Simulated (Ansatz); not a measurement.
Geometry optimisation of CH₅BOSn (`[BH]1C[O][SnH2]1`).

```yaml
crystal:
  periodic: [false, false, false]
  atoms:
    - {symbol: B, position_ang: [0.409735, 0.957915, -0.553031]}
    - {symbol: C, position_ang: [1.184586, -0.232984, 0.090206]}
    - {symbol: O, position_ang: [0.266584, -1.175442, 0.642698]}
    - {symbol: Sn, position_ang: [-1.472050, -0.142139, 0.121911]}
    - {symbol: H, position_ang: [0.786539, 1.956956, -1.129054]}
    - {symbol: H, position_ang: [1.869838, -0.693293, -0.678916]}
    - {symbol: H, position_ang: [1.911264, 0.166833, 0.855402]}
    - {symbol: H, position_ang: [-2.470876, -1.121756, -0.909387]}
    - {symbol: H, position_ang: [-2.397020, 0.237611, 1.542971]}
basis:
  gaussian: {orbitals: def2-TZVP}
hamiltonian: {xc: pbe0, dispersion: d4}
relax: {f_tol: 0.005, max_steps: 150}
```

```sh
$ ansatz run in.yaml --threads 2 --pin off --events-out ev --progress --plain --max-ram 4352MiB
```

It prints (some lines left out):

```
Functional definition: PBE0
mean field -9668.44665146 eV, -355.3088609326 hartree, gradient 3.3e-5 eV, S^2 0.000000; 0 other end points of the search recorded, 0 dependent functions left out
relax step   1: F+E_penalty+E_count = -9668.59790600 eV  Δ(F+E_penalty+E_count) = +0.000e0 eV  max|allowed force component| = 6.798e-1 eV/Å  Δτ_max = 0.0000 Å  (30 SCF iters, accepted)
mean field -9668.49932307 eV, -355.3107965786 hartree, gradient 1.2e-5 eV, S^2 0.000000; 0 other end points of the search recorded, 0 dependent functions left out
relax step   2: F+E_penalty+E_count = -9668.65210943 eV  Δ(F+E_penalty+E_count) = -5.420e-2 eV  max|allowed force component| = 3.626e-1 eV/Å  Δτ_max = 0.0645 Å  (33 SCF iters, accepted)
mean field -9668.50699866 eV, -355.3110786514 hartree, gradient 1.1e-5 eV, S^2 0.000000; 0 other end points of the search recorded, 0 dependent functions left out
relax step   3: F+E_penalty+E_count = -9668.65964740 eV  Δ(F+E_penalty+E_count) = -7.538e-3 eV  max|allowed force component| = 1.094e-1 eV/Å  Δτ_max = 0.0210 Å  (34 SCF iters, accepted)
mean field -9668.50746345 eV, -355.3110957322 hartree, gradient 1.1e-5 eV, S^2 0.000000; 0 other end points of the search recorded, 0 dependent functions left out
relax step   4: F+E_penalty+E_count = -9668.66004452 eV  Δ(F+E_penalty+E_count) = -3.971e-4 eV  max|allowed force component| = 5.702e-2 eV/Å  Δτ_max = 0.0086 Å  (35 SCF iters, accepted)
mean field -9668.50753307 eV, -355.3110982904 hartree, gradient 1.1e-5 eV, S^2 0.000000; 0 other end points of the search recorded, 0 dependent functions left out
relax step   5: F+E_penalty+E_count = -9668.66011784 eV  Δ(F+E_penalty+E_count) = -7.332e-5 eV  max|allowed force component| = 2.391e-2 eV/Å  Δτ_max = 0.0044 Å  (35 SCF iters, accepted)
mean field -9668.50756600 eV, -355.3110995009 hartree, gradient 1.1e-5 eV, S^2 0.000000; 0 other end points of the search recorded, 0 dependent functions left out
relax step   6: F+E_penalty+E_count = -9668.66015631 eV  Δ(F+E_penalty+E_count) = -3.847e-5 eV  max|allowed force component| = 3.827e-3 eV/Å  Δτ_max = 0.0019 Å  (35 SCF iters, accepted)
mean field -9668.50756600 eV, -355.3110995009 hartree, gradient 1.1e-5 eV, S^2 0.000000; 1 other end points of the search recorded, 0 dependent functions left out
Total energy: -9668.66019567 eV, -355.3167085377 hartree
Atom 0 at     0.399195     0.962761    -0.555223 Å, force    -0.001507    -0.003562     0.001185 eV/Å
Atom 1 at     1.178861    -0.222260     0.084105 Å, force     0.001338     0.000911     0.000325 eV/Å
Atom 2 at     0.242566    -1.146676     0.628494 Å, force     0.003827     0.001985    -0.001134 eV/Å
Atom 3 at    -1.444144    -0.145076     0.120147 Å, force    -0.002030     0.000959    -0.000550 eV/Å
Atom 4 at     0.774453     1.944059    -1.115625 Å, force     0.000724     0.000597     0.000022 eV/Å
Atom 5 at     1.836018    -0.702490    -0.666082 Å, force    -0.001293    -0.000608    -0.000446 eV/Å
Atom 6 at     1.879935     0.149441     0.855998 Å, force    -0.001133    -0.000622     0.000657 eV/Å
Atom 7 at    -2.425987    -1.117134    -0.890870 Å, force     0.000167     0.000399     0.000527 eV/Å
Atom 8 at    -2.352295     0.231077     1.521856 Å, force    -0.000093    -0.000059    -0.000585 eV/Å
Dipole moment:    -0.068078     0.400363    -0.221483 e Å
```

Hardware: 2 threads of an Arm Neoverse V2 on a shared host. Wall time 31 s, peak host memory 0.4 GiB.
